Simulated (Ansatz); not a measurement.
Consider the ligand exchange at the Si–N bond: `N[Si](N)(O)F` + HBr → `N[Si](O)(F)Br` + NH₃.

Program: Ansatz. Geometries: PBE0-D4/def2-TZVP. ΔE: electronic, gas phase. CBS: MP2 limit from def2 TZ/QZ plus the TZ coupled-cluster correction, frozen cores. This one scheme is used for every species. Functionals use def2-TZVPP. HSE06 is defined as in plane-wave codes. For Br outer-core shells are correlated without core-valence functions, which leaves a few kJ/mol of doubt a bond. Scalar relativity is left out up to krypton. Each species was taken in one conformer, which may not be the lowest.

```csv
level,ΔE (kJ/mol)
LDA (SPW92),-16.2
BLYP-D4,-21.6
ωB97X-V,-20.9
HSE06,-24.7
LC-ωPBE,-18.1
MP2/def2-TZVPP,-23.3
SCS-MP2/def2-TZVPP,-20.1
CCSD/CBS(def2),-21.2
```

Task: What does CCSD(T)/CBS give? (An estimate is asked.)

Result: The calculation gave: -23.0 kJ/mol. The listed levels differ from it by 6.8, 1.4, 2.1, -1.7, 4.9, -0.3, 2.9, 1.8 kJ/mol.

Largest T1 diagnostic among the species: 0.010.

At CCSD(T), def2-SVP lies +8.4 kJ/mol from the extrapolated value and def2-TZVPP +4.5 kJ/mol. Leaving LDA and LC-ωPBE aside and taking each functional with its dispersion term where it has one, the values, not all of them listed here, spread over 13.9 kJ/mol, from revPBE-D4 to CAM-B3LYP-D4. LDA lies +10.4 kJ/mol from PBE without D4.
